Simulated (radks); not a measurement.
Trend from La to Lu: ionisation energy by Delta-SCF between NIST ground configurations, and size. Method: scalar-relativistic Kohn-Sham, PBE, spin-polarised, spherical densities, finite nucleus; open shells are filled with parallel spins first (spin-orbit coupling, left out, can overturn this in heavy ions); Fermi nuclear charge, rms radius of each element as measured or else 0.836 A^(1/3) + 0.57 fm; computed with a radial shooting solver on a logarithmic mesh with Libxc functionals.

La: configuration [Xe] 5d1 6s2; configuration of the ion [Xe] 5d2; IE (eV) 5.583; NIST (eV) 5.577; kind exp.; -e(HOMO) (eV) 3.306 (5d)
Ce: configuration [Xe] 4f1 5d1 6s2; configuration of the ion [Xe] 4f1 5d2; IE (eV) 5.714; NIST (eV) 5.539; kind exp.; -e(HOMO) (eV) 3.326 (5d)
Pr: configuration [Xe] 4f3 6s2; configuration of the ion [Xe] 4f3 6s1; IE (eV) 5.420; NIST (eV) 5.470; kind semi-emp.; -e(HOMO) (eV) 1.846 (4f)
Nd: configuration [Xe] 4f4 6s2; configuration of the ion [Xe] 4f4 6s1; IE (eV) 5.466; NIST (eV) 5.525; kind exp.; -e(HOMO) (eV) 2.556 (4f)
Pm: configuration [Xe] 4f5 6s2; configuration of the ion [Xe] 4f5 6s1; IE (eV) 5.513; NIST (eV) 5.582; kind exp.; -e(HOMO) (eV) 3.158 (4f)
Sm: configuration [Xe] 4f6 6s2; configuration of the ion [Xe] 4f6 6s1; IE (eV) 5.561; NIST (eV) 5.644; kind exp.; -e(HOMO) (eV) 3.433 (6s)
Eu: configuration [Xe] 4f7 6s2; configuration of the ion [Xe] 4f7 6s1; IE (eV) 5.608; NIST (eV) 5.670; kind exp.; -e(HOMO) (eV) 3.458 (6s)
Gd: configuration [Xe] 4f7 5d1 6s2; configuration of the ion [Xe] 4f7 5d1 6s1; IE (eV) 5.994; NIST (eV) 6.150; kind exp.; -e(HOMO) (eV) 2.955 (5d)
Tb: configuration [Xe] 4f9 6s2; configuration of the ion [Xe] 4f9 6s1; IE (eV) 5.864; NIST (eV) 5.864; kind exp.; -e(HOMO) (eV) 0.896 (4f)
Dy: configuration [Xe] 4f10 6s2; configuration of the ion [Xe] 4f10 6s1; IE (eV) 5.967; NIST (eV) 5.939; kind exp.; -e(HOMO) (eV) 1.452 (4f)
Ho: configuration [Xe] 4f11 6s2; configuration of the ion [Xe] 4f11 6s1; IE (eV) 6.063; NIST (eV) 6.022; kind exp.; -e(HOMO) (eV) 1.930 (4f)
Er: configuration [Xe] 4f12 6s2; configuration of the ion [Xe] 4f12 6s1; IE (eV) 6.156; NIST (eV) 6.108; kind exp.; -e(HOMO) (eV) 2.345 (4f)
Tm: configuration [Xe] 4f13 6s2; configuration of the ion [Xe] 4f13 6s1; IE (eV) 6.247; NIST (eV) 6.184; kind exp.; -e(HOMO) (eV) 2.706 (4f)
Yb: configuration [Xe] 4f14 6s2; configuration of the ion [Xe] 4f14 6s1; IE (eV) 6.336; NIST (eV) 6.254; kind exp.; -e(HOMO) (eV) 3.021 (4f)
Lu: configuration [Xe] 4f14 5d1 6s2; configuration of the ion [Xe] 4f14 6s2; IE (eV) 5.379; NIST (eV) 5.426; kind exp.; -e(HOMO) (eV) 1.951 (5d)

Reference values: NIST Atomic Spectra Database (exp. = measured, semi-emp. = semi-empirical, theory = theoretical value adopted there). Open shells are spherical and high-spin; term and fine-structure splittings are not resolved. Spin-orbit splitting is averaged out at the scalar-relativistic level.
